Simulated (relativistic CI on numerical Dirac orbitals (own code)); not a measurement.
## Pm49+: sensitivity of the levels to the model

Base calculation: Dirac-Coulomb-Breit CI, separate exchange-only KLI orbitals for each configuration, model QED (radiative potential, 1s self-energy scaled to tabulated hydrogen-like ionisation energies), unscaled Slater integrals.

Configurations in the expansion (outside the closed core [Ne]): 3s2, 3s 3p, 3p2, 3s 3d, 3d2, 3p 3d, 3p 4s, 3d 4s, 3s 4s, 3s 4p, 3s 4d, 3s 4f, 3s 5s, 3s 5p, 3s 5d, 3s 5f, 4s2, 3s 5g, 3s 6s, 3s 6p, 3s 6d. Levels of other configurations are missing.

The lowest level and the first level of each name with at least 55 % of one term (blank where a level has no safe partner in the second run):

| Level | Base (eV) | Shift (eV) |
| --- | --- | --- |
| 3s2 1S_0 | 0.000 | 0.000 |
| 3s 3p 3P°_0 | 103.366 | -12.192 |
| 3s 3p 3P°_1 | 114.755 | -23.580 |
| 3p2 3P_0 | 248.914 | -38.719 |
| 3s 3p 3P°_2 | 252.247 | -161.072 |
| 3s 3p 1P°_1 | 282.669 | -153.216 |
| 3p2 1D_2 | 385.832 | -176.528 |
| 3p2 3P_1 | 386.953 | -176.758 |
| 3s 3d 3D_1 | 421.110 | -166.560 |
| 3s 3d 3D_2 | 428.376 | -173.826 |
| 3s 3d 3D_3 | 454.737 | -200.187 |
| 3s 3d 1D_2 | 468.583 | -186.595 |
| 3p 3d 3F°_2 | 532.907 | -180.860 |
| 3p2 3P_2 | 544.380 | -334.185 |
| 3p2 1S_0 | 557.628 | -314.801 |
| 3p 3d 3D°_1 | 559.921 | -192.065 |
| 3p 3d 3F°_3 | 582.169 | -230.122 |
| 3p 3d 3P°_0 | 699.874 | -330.561 |
| 3p 3d 3P°_1 | 700.422 | -331.109 |
| 3p 3d 3F°_4 | 715.811 | -363.764 |
| 3p 3d 1P°_1 | 752.649 | -352.665 |
| 3d2 3F_2 | 852.126 | -338.513 |

At this charge energies of transitions that change n are usually good to better than 1 %, and those within a shell (Δn = 0) to a few per cent.

One thing was changed in a second run, which moved the levels as shown. Which?
A. non-relativistic limit
B. configuration mixing switched off
C. P86 correlation estimate
D. QED terms removed
E. Breit term removed

A. Non-relativistic limit. Without relativity the fine structure collapses and s electrons lose their extra binding.

LS names give the leading component of a level, which can be under half, so a name can repeat, a term be missing and a line seem to break the LS rules.
